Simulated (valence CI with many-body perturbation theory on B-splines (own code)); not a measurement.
Values are calculated unless marked as measured or tabulated.
# Re³⁴⁺: what the settings do

Level of theory: valence CI with perturbative core correlation (CI+MBPT): five valence electrons over a frozen Dirac-Fock core [Kr], radial functions for each j: 6 s, 6 p, 5 d, 5 f, 1 g, with the one-electron correlation potential Σ1, the two-electron term Σ2, the three-electron term Σ3, Breit, model QED; selected CI, second order for the rest, scaled by the run's own slope (own B-spline code, finite nucleus).

No measured spectrum was set against this ion. As an estimate, large intervals hold to a few tenths of a per cent, small ones and those within an open d or f shell to about a per cent. Only levels of the ground parity were solved; by the run's estimate the other parity begins above the list, which can be wrong where configurations are misplaced.

The reference run has the lowest level (4d3/2^4 4d5/2) J=5/2 and an ionisation energy of 1455.58 eV. Its largest variational space holds 9999 state functions.

Levels are named by their leading jj configuration (3d3/2^4 stands for four electrons in 3d with j = 3/2), which in mixed levels can hold well under half, so a name can repeat and another be missing. Letters in brackets count levels of one name in rising energy.

Changed runs:
A. highest l in the core sums 6 → 5
B. highest l with Σ1, explicit Σ2 and valence Breit (higher l get mean screening factors) 3 → 2
C. box radius (bohr) 4.2665 → 2.91
D. size limit of the variational space 10000 → 300; second order for the rest on → off (bad on purpose)

Excitation energies of the reference run in cm⁻¹, and shifts in cm⁻¹:

```
                      Level  Reference      A      B         C      D
(4d3/2^3 4d5/2^2) J=5/2 [a]     112190   +4.0   -250         0   +243
(4d3/2^3 4d5/2^2) J=7/2 [a]     150380   +7.2   +114      +0.2   +786
(4d3/2^3 4d5/2^2) J=3/2 [a]     154547   +6.7   +203      +0.2    +65
   (4d3/2^3 4d5/2^2) J=11/2     158373    +16   +199      +0.3   +296
    (4d3/2^3 4d5/2^2) J=9/2     170912   +8.9   +241      +0.5  +1458
(4d3/2^3 4d5/2^2) J=5/2 [b]     179422   +5.8   +252      +0.4   +905
    (4d3/2^3 4d5/2^2) J=1/2     186896   +6.2   +312      +0.3   -888
(4d3/2^3 4d5/2^2) J=7/2 [b]     194937   +7.1   +460      +0.3  +1192
(4d3/2^3 4d5/2^2) J=3/2 [b]     240372    +13  +1160      +0.4   +862
(4d3/2^2 4d5/2^3) J=5/2 [a]     261741    +16   +4.6      +0.3   +655
(4d3/2^2 4d5/2^3) J=7/2 [a]     285905    +14    +15      +0.3   +681
   (4d3/2^2 4d5/2^3) J=11/2     291322    +25   +124      +0.2   +759
     Ionisation energy (eV)    1455.58  +0.06  -0.14  +0.00089  -0.56
```
